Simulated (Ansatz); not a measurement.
Ideal-gas functions of ClH₃O₃Ti, SMILES `[OH][Ti]([OH])([OH])[Cl]` at 400 K and 1 bar, from an Ansatz frequency run at PBE0-D4/def2-TZVP.

Molar mass 134.34 g/mol, point group C1 (symmetry number 1), electronic degeneracy 1, moments of inertia 153.27, 251.002, 254.013 u Å². Harmonic wavenumbers (cm⁻¹, unscaled): 135, 141, 163, 188, 198, 215, 251, 273, 374, 411, 461, 477, 754, 799, 814, 3915, 3929, 3939.

Use S(trans) = R[1.5 ln M + 2.5 ln T − 1.1517]; rotational temperatures θ = 24.2544 K / I; S(rot) = R[ln(√π/σ · √(T³/θAθBθC)) + 1.5]; for each mode x = 1.438777 ν̃/T, S = R[x/(eˣ − 1) − ln(1 − e⁻ˣ)] and H = RT x/(eˣ − 1); 1 cm⁻¹ = 0.0119627 kJ/mol; R = 8.31446 J/(mol·K).

Question: By hand: the entropy, in J/(mol·K).

Answer: Translation 176.1. Rotation: θ = 0.1582, 0.0966, 0.0955 K, giving 119.1. Vibration, mode by mode: 14.40, 14.05, 12.87, 11.72, 11.31, 10.66, 9.44, 8.79, 6.45, 5.78, 5.00, 4.78, 2.17, 1.91, 1.83, 0.00, 0.00, 0.00, in all 121.2. Electronic 0.0. Sum 416.4 J/(mol·K).

Question: By hand: H − E and G − E in kJ/mol, counted from the electronic energy.

Answer: Zero-point energy ½ × 17437 × 0.0119627 = 104.3; thermal vibration 25.7; translation, rotation and pV give 4 RT = 13.3. H − E = 143.3 kJ/mol, and G − E = 143.3 − 400 × 416.4/1000 = -23.3 kJ/mol.

Vibration gives 29 % of the entropy, 28.4 J/(mol·K) of it from the modes under 150 cm⁻¹: soft modes count most, and the harmonic formula is weakest for them. The sum counts one conformer and one mirror image; others add a mixing term.
